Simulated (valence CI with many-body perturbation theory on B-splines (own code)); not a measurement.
## Energy levels of Co22+

Computed by relativistic CI+MBPT: three valence electrons over a frozen Dirac-Fock core [He], radial functions for each j: 9 s, 9 p, 8 d, 6 f, 3 g, 1 h, with the one-electron correlation potential Σ1, the two-electron term Σ2, the three-electron term Σ3, Breit, model QED; selected CI, second order for the rest, scaled by the run's own slope (own B-spline code, finite nucleus).

No measured levels were compared; by estimate levels of excited configurations hold to 0.05 to 0.15 % of their energy, terms of the ground configuration to about 0.5 %.

Levels 1 to 45 of 59, with energies above the lowest level, 2s²2p ²P°_1/2. "Leading %" is the weight of the configuration and term that name the level; weights of strongly mixed levels are sums over their largest components and can fall short, so below about 35 % the name and the second component can differ from the true leading terms, or belong to a minority configuration. In the jj column 3d3/2^4 stands for four electrons in 3d with j = 3/2.

```csv
No.,Configuration,Term,J,E (Ry),Leading %,Second component,Leading jj,g
1,2s²2p,²P°,1/2,0.000,98,,2s^2 2p1/2 (98 %),0.660
2,2s²2p,²P°,3/2,1.273,98,,2s^2 2p3/2 (98 %),1.330
3,2s2p²,⁴P,1/2,3.921,95,4 % 2s2p² ²S,2s 2p1/2^2 (64 %),2.625
4,2s2p²,⁴P,3/2,4.539,99,,2s 2p1/2 2p3/2 (94 %),1.724
5,2s2p²,⁴P,5/2,5.095,93,7 % 2s2p² ²D,2s 2p1/2 2p3/2 (60 %),1.567
6,2s2p²,²D,3/2,7.185,94,6 % 2s2p² ²P,2s 2p1/2 2p3/2 (84 %),0.829
7,2s2p²,²D,5/2,7.465,93,7 % 2s2p² ⁴P,2s 2p3/2^2 (60 %),1.225
8,2s2p²,²P,1/2,8.237,63,34 % 2s2p² ²S,2s 2p1/2 2p3/2 (57 %),1.177
9,2s2p²,²S,1/2,9.584,62,36 % 2s2p² ²P,2s 2p3/2^2 (81 %),1.522
10,2s2p²,²P,3/2,9.709,94,5 % 2s2p² ²D,2s 2p3/2^2 (78 %),1.302
11,2p³,⁴S°,3/2,12.192,88,9 % 2p³ ²P°,2p1/2^2 2p3/2 (56 %),1.898
12,2p³,²D°,3/2,13.543,80,12 % 2p³ ²P°,2p1/2 2p3/2^2 (64 %),0.957
13,2p³,²D°,5/2,13.881,100,,2p1/2 2p3/2^2 (100 %),1.196
14,2p³,²P°,1/2,15.243,98,,2p1/2 2p3/2^2 (98 %),0.660
15,2p³,²P°,3/2,15.912,77,17 % 2p³ ²D°,2p3/2^3 (88 %),1.268
16,2s²3s,²S,1/2,80.652,95,,2s^2 3s (95 %),2.000
17,2s²3p,²P°,1/2,82.368,92,,2s^2 3p1/2 (92 %),0.665
18,2s²3p,²P°,3/2,82.726,92,,2s^2 3p3/2 (92 %),1.333
19,2s2p3s,⁴P°,1/2,84.079,96,,2s 2p1/2 3s (95 %),2.600
20,2s²3d,²D,3/2,84.290,95,,2s^2 3d3/2 (95 %),0.798
21,2s2p3s,⁴P°,3/2,84.391,90,8 % 2s2p3s ²P°,2s 2p1/2 3s (77 %),1.695
22,2s²3d,²D,5/2,84.397,95,,2s^2 3d5/2 (95 %),1.199
23,2s2p3s,²P°,1/2,85.050,94,,2s 2p1/2 3s (82 %),0.706
24,2s2p3s,⁴P°,5/2,85.299,98,,2s 2p3/2 3s (98 %),1.597
25,2s2p3p,⁴D,1/2,85.583,75,21 % 2s2p3p ²P,2s 2p1/2 3p1/2 (97 %),0.183
26,2s2p3p,⁴D,3/2,85.862,73,19 % 2s2p3p ²P,2s 2p1/2 3p1/2 (74 %),1.228
27,2s2p3s,²P°,3/2,86.003,90,6 % 2s2p3s ⁴P°,2s 2p3/2 3s (93 %),1.355
28,2s2p3p,²P,3/2,86.246,28,24 % 2s2p3p ⁴S,2s 2p1/2 3p3/2 (85 %),1.484
29,2s2p3p,²P,1/2,86.363,65,22 % 2s2p3p ⁴D,2s 2p1/2 3p3/2 (63 %),0.648
30,2s2p3p,⁴D,5/2,86.396,88,8 % 2s2p3p ⁴P,2s 2p1/2 3p3/2 (68 %),1.381
31,2s2p3p,⁴P,1/2,86.576,90,7 % 2s2p3p ²S,2s 2p1/2 3p1/2 (69 %),2.570
32,2s2p3p,²D,3/2,86.761,45,28 % 2s2p3p ⁴S,2s 2p1/2 3p3/2 (76 %),1.331
33,2s2p3p,⁴D,7/2,87.220,100,,2s 2p3/2 3p3/2 (100 %),1.426
34,2s2p3p,⁴P,3/2,87.242,45,21 % 2s2p3p ²P,2s 2p3/2 3p1/2 (79 %),1.418
35,2s2p3d,⁴F°,3/2,87.321,88,6 % 2s2p3d ²D°,2s 2p1/2 3d3/2 (94 %),0.467
36,2s2p3p,⁴P,5/2,87.411,63,26 % 2s2p3p ²D,2s 2p3/2 3p1/2 (74 %),1.467
37,2s2p3p,⁴S,3/2,87.456,40,21 % 2s2p3p ²P,2s 2p3/2 3p3/2 (79 %),1.582
38,2s2p3d,⁴F°,5/2,87.519,83,12 % 2s2p3d ⁴D°,2s 2p1/2 3d3/2 (47 %),1.073
39,2s2p3d,⁴F°,7/2,87.840,76,19 % 2s2p3d ⁴D°,2s 2p1/2 3d5/2 (71 %),1.268
40,2s2p3p,²D,5/2,87.900,71,27 % 2s2p3p ⁴P,2s 2p3/2 3p3/2 (88 %),1.307
41,2s2p3d,⁴P°,5/2,87.901,45,26 % 2s2p3d ²D°,2s 2p1/2 3d5/2 (73 %),1.407
42,2s2p3d,⁴D°,3/2,88.004,57,25 % 2s2p3d ⁴P°,2s 2p1/2 3d3/2 (40 %),1.292
43,2s2p3d,⁴D°,1/2,88.035,80,6 % 2s2p3d ⁴P°,2s 2p1/2 3d3/2 (72 %),0.251
44,2s2p3s,²P°,1/2,88.101,90,5 % 2s2p3d ⁴D°,2s 2p3/2 3s (74 %),0.659
45,2s2p3s,²P°,3/2,88.120,82,5 % 2s2p3d ²P°,2s 2p3/2 3s (72 %),1.312
```

Names give the largest LS component (configuration and term), which can be under half, so a name can repeat, a term be missing and a line seem to break the LS rules; names also repeat where a configuration has a term twice.

The ionisation energy to 2s² ¹S0 of the next ion comes out as 1961.2 eV (NIST: 1960.8 ± 0.8 eV (semi-empirical)). All 59 levels together are meant to be complete up to 90.040 Ry.
